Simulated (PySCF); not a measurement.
**How methods differ on the ionisation energy of Sb⁺**

Sb⁺ [Kr] 4d10 5s2 5p2 (3P) → Sb²⁺ [Kr] 4d10 5s2 5p1 (2P), as a difference of total energies. Calculation: PySCF 2.14, in cc-pVTZ-PP with ECP28MDF; a scalar-relativistic core potential. Correlated levels: valence: 4s2 4p6 4d10 frozen. The calculations carry no spin-orbit coupling.

```json
{"method": "UHF", "ionisation energy (eV)": "16.004", "difference from reference (eV)": "-0.622"}
{"method": "M06-L", "ionisation energy (eV)": "16.118", "difference from reference (eV)": "-0.508"}
{"method": "M06-2X", "ionisation energy (eV)": "16.422", "difference from reference (eV)": "-0.204"}
{"method": "MP2 (valence)", "ionisation energy (eV)": "16.320", "difference from reference (eV)": "-0.306"}
{"method": "SCS-MP2 (valence)", "ionisation energy (eV)": "16.258", "difference from reference (eV)": "-0.368"}
{"method": "CCSD (valence)", "ionisation energy (eV)": "16.356", "difference from reference (eV)": "-0.270"}
{"method": "CCSD(T) (valence)", "ionisation energy (eV)": "16.377", "difference from reference (eV)": "-0.249"}
```

Reference: 16.626 ± 0.025 eV (measured; NIST Atomic Spectra Database, ionization energies).

The reference lies between the lowest fine-structure levels, while these numbers refer to the centres of the terms.

Errors of the correlated levels include the incompleteness of this basis and the frozen core.
